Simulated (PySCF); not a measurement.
**Charge-transfer reorganisation: `C=C1C=CC(N)=C1F`, C6H6FN**

Molfile (atoms numbered from 1):
```
C6H6FN
     RDKit          3D

 14 14  0  0  0  0  0  0  0  0999 V2000
   -2.5326   -0.3758    0.3517 C   0  0  0  0  0  0  0  0  0  0  0  0
   -1.2434    0.0012    0.2872 C   0  0  0  0  0  0  0  0  0  0  0  0
   -0.7007    1.3538    0.5178 C   0  0  0  0  0  0  0  0  0  0  0  0
    0.6391    1.3019    0.3528 C   0  0  0  0  0  0  0  0  0  0  0  0
    1.0442   -0.0744    0.0005 C   0  0  0  0  0  0  0  0  0  0  0  0
    2.3478   -0.4663   -0.1763 N   0  0  0  0  0  0  0  0  0  0  0  0
   -0.0903   -0.8239   -0.0292 C   0  0  0  0  0  0  0  0  0  0  0  0
   -0.1692   -2.1310   -0.3117 F   0  0  0  0  0  0  0  0  0  0  0  0
   -2.8245   -1.4118    0.1637 H   0  0  0  0  0  0  0  0  0  0  0  0
   -3.3190    0.3427    0.5937 H   0  0  0  0  0  0  0  0  0  0  0  0
   -1.3024    2.2231    0.7793 H   0  0  0  0  0  0  0  0  0  0  0  0
    1.3436    2.1281    0.4631 H   0  0  0  0  0  0  0  0  0  0  0  0
    2.4765   -1.3750   -0.6038 H   0  0  0  0  0  0  0  0  0  0  0  0
    2.9805    0.2367   -0.5359 H   0  0  0  0  0  0  0  0  0  0  0  0
  1  2  2  0
  2  3  1  0
  3  4  2  0
  4  5  1  0
  5  6  1  0
  5  7  2  0
  7  8  1  0
  7  2  1  0
  1  9  1  0
  1 10  1  0
  3 11  1  0
  4 12  1  0
  6 13  1  0
  6 14  1  0
M  END
```

Method: UKS PBE0/def2-SVP four-point reorganisation energy, gas phase (PySCF 2.14.0). Geometry: PBE0/def2-SVP.

(1) What is the inner reorganisation energy for hole transfer, with the ionisation energy?

(2) What is the inner reorganisation energy for electron transfer, with the electron affinity?

Answers

(1) λ = 0.417 (surface of the oxidised species) + 0.284 (surface of the starting species) = 0.701 eV. The ionisation energy is 7.25 eV vertical and 6.84 eV adiabatic without zero-point energy; at the relaxed geometry of the oxidised species the two energies differ by 6.55 eV. Largest bond changes: C5–C7 1.360 → 1.430 Å, C5–N6 1.373 → 1.317 Å, C7–F8 1.340 → 1.295 Å, C4–C5 1.477 → 1.446 Å, C3–C4 1.351 → 1.364 Å. ⟨S²⟩ of the relaxed oxidised species 0.765.

(2) λ = 0.377 (surface of the reduced species) + 0.421 (surface of the starting species) = 0.798 eV. The electron affinity is -0.32 eV vertical and 0.06 eV adiabatic without zero-point energy; at the relaxed geometry of the reduced species the two energies differ by 0.48 eV. Largest bond changes: C1–C2 1.345 → 1.407 Å, C5–N6 1.373 → 1.427 Å, C3–C4 1.351 → 1.400 Å, C4–C5 1.477 → 1.428 Å, C2–C3 1.476 → 1.441 Å. ⟨S²⟩ of the relaxed reduced species 0.760.

The highest occupied orbital of the reduced species is unbound in this basis, so its energies are rough.
